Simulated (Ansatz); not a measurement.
C2HO, SMILES `C#C[O+]` (lower triplet) (charge 1, multiplicity 3). This triplet lies 1.10 eV below the relaxed singlet at the level B3LYP/cc-pVTZ // B3LYP-D3(BJ)/def2-TZVP (Ansatz, a first-principles code).

Cartesian coordinates (Å):
```xyz
4

C     -0.6656    -0.0320    -0.0711
C      0.6358     0.0288     0.0695
O      1.7683     0.0823     0.1924
H     -1.7385    -0.0791    -0.1908
```
Charge +1, spin multiplicity 3.

Frozen-core energies in cc-pVTZ from Ansatz at a geometry from B3LYP-D3(BJ)/def2-TZVP; the HF reference has <S^2> = 2.15 and the T1 diagnostic is 0.029.

```
level  energy (Ha)
-----  -----------
HF      -150.83001
MP2     -151.27550
CCSD    -151.29788
```

Task: Estimate the energies of CCSD(T), CCSDT and CCSDT(Q), and give each level's difference from CCSDT(Q).

Result: 
```csv
level,energy (Ha),difference from CCSDT(Q) (mHa)
MP2,-151.27550,47.30
CCSD,-151.29788,24.92
CCSD(T),-151.31970,3.10
CCSDT,-151.32101,1.80
CCSDT(Q),-151.32281,0.00
```
